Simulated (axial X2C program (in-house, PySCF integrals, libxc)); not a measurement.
## How long does GeI⁺ take?

A bond scan computed with an in-house all-electron X2C program for linear molecules (integrals from PySCF). Basis: I dyall-cv3z [11s12p8d4f1g], Ge dyall-cv3z [9s9p7d4f1g] (cores contracted in-house).

Input file and command:
```json
{
 "zs": [
  53,
  32
 ],
 "q": 1,
 "bas": [
  "dyall-cv3z",
  "dyall-cv3z"
 ],
 "levels": [
  "PBE0",
  "HF",
  "PBE50"
 ],
 "cc": true,
 "r0": 2.54,
 "thr": -1.0,
 "nmax": 90,
 "npts": 10,
 "nst": 2,
 "ntry": 6
}
```
```bash
python so2c.py task.json out
```

Keys: zs atomic numbers; q charge; bas basis sets; levels methods; cc coupled cluster on or off; r0 starting distance in Å; thr threshold in hartree for freezing inner shells (an s shell follows its p shell); nmax most natural virtual spinors; npts points on the curve; nst determinants followed; ntry starts of the search. HF also brings MP2.

Hardware: 1 thread of Arm Neoverse V1, with other jobs on the host.

Wall time of one point of each curve, integrals apart:

```csv
Hamiltonian,level,points,seconds a point
spin-free,PBE0,10,0.74
spin-free,HF,10,0.41
spin-free,"CCSD(T) (10 electrons, 90 virtuals)",7,3.6
spin-free,PBE50,10,0.72
2c,PBE0,10,1.1
2c,HF,10,0.8
2c,"CCSD(T) (10 electrons, 90 virtuals)",7,4.3
2c,PBE50,10,1.1
```

The rest:

Search with its distance optimisation 45 s, atoms 17 s, whole task 170 s. Coupled cluster runs on the points near the minimum only. The program drops outer points, and coupled cluster, when its time limit (not in the input) nears; MP2, further determinants and curves that did not converge are not in the table.
